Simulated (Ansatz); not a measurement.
Geometry optimisation, DFT r2SCAN, scalar-relativistic, plane waves, PAW (Ansatz).

Input:

```yaml
crystal:
  lattice:
    - [7.398, 0.0, 0.0]
    - [-3.699, 6.406856, 0.0]
    - [0.0, 0.0, 12.0]
  atoms:
    - { symbol: C, position: [0.0, 0.0, 0.0833333] }
    - { symbol: C, position: [0.2222222, 0.1111111, 0.0833333] }
    - { symbol: C, position: [0.0, 0.3333333, 0.0833333] }
    - { symbol: C, position: [0.2222222, 0.4444444, 0.0833333] }
    - { symbol: C, position: [0.0, 0.6666667, 0.0833333] }
    - { symbol: C, position: [0.2222222, 0.7777778, 0.0833333] }
    - { symbol: C, position: [0.3333333, 0.0, 0.0833333] }
    - { symbol: C, position: [0.5555556, 0.1111111, 0.0833333] }
    - { symbol: C, position: [0.3333333, 0.3333333, 0.0833333] }
    - { symbol: C, position: [0.5555556, 0.4444444, 0.0833333] }
    - { symbol: C, position: [0.3333333, 0.6666667, 0.0833333] }
    - { symbol: C, position: [0.5555556, 0.7777778, 0.0833333] }
    - { symbol: C, position: [0.6666667, 0.0, 0.0833333] }
    - { symbol: C, position: [0.8888889, 0.1111111, 0.0833333] }
    - { symbol: C, position: [0.6666667, 0.3333333, 0.0833333] }
    - { symbol: C, position: [0.8888889, 0.4444444, 0.0833333] }
    - { symbol: C, position: [0.6666667, 0.6666667, 0.0833333] }
    - { symbol: C, position: [0.8888889, 0.7777778, 0.0833333] }
    - { symbol: "N", position: [0.7465071, 0.478177, 0.1825] }
    - { symbol: H, position: [0.7585334, 0.4928064, 0.2683333] }
basis:
  ecutwfc: 500.0
kpoints:
  mp_grid: { grid: [2, 2, 1] }
hamiltonian:
  xc: r2scan
scf:
  occupations: { method: fermi_dirac, width: 0.05 }
  lower_state_search: "off"
relax:
  f_tol: 0.03
  max_steps: 60
  adjacent_minimum: "off"
```

Run as:

```bash
$ ansatz run input.yaml --threads 2 --pin off --max-ram 5120MiB --backend cpu --events-out ev --progress --plain --runs-dir out
```

Where does it end, and by what steps?

The forces met the threshold. Limits of this set-up: coarse k mesh, slab without dipole correction. After 11 steps the energy has fallen by 5.446 eV; H20 moved furthest, 1.63 Å.

```tsv
step	energy less start (eV)	largest force component (eV/Å)	accepted
0	0.0000	5.446	yes
1	-1.4727	2.636	yes
2	-2.6411	2.351	yes
3	-3.7143	1.757	yes
4	-4.3785	1.135	yes
5	-4.7622	0.838	yes
6	-5.0388	0.909	yes
7	-5.2371	0.755	yes
8	-5.3795	0.781	yes
9	-5.4384	0.373	yes
10	-5.4455	0.078	yes
11	-5.4459	0.019	yes
```

```xyz
20
Lattice="7.3980 0.0000 0.0000 -3.6990 6.4069 0.0000 0.0000 0.0000 12.0000" Properties=species:S:1:pos:R:3
C -0.064 0.103 0.926
C 1.155 0.808 0.920
C -1.281 2.215 1.005
C -0.070 2.942 0.913
C -2.542 4.407 1.007
C -1.310 5.090 0.913
C 2.392 0.091 0.913
C 3.627 0.777 1.003
C 1.151 2.239 0.913
C 2.358 2.965 1.005
C -0.072 4.371 0.921
C 1.148 5.074 0.926
C 4.842 0.097 0.972
C 6.099 0.823 0.972
C 3.583 2.212 1.298
C 4.896 2.969 1.300
C 2.382 4.354 0.977
C 3.641 5.081 0.977
N 4.215 2.632 2.575
H 4.683 1.819 2.974
```

Run time: 4.8 min on 2 threads of Arm Neoverse V1, on a shared host, peak memory 1.9 GiB.
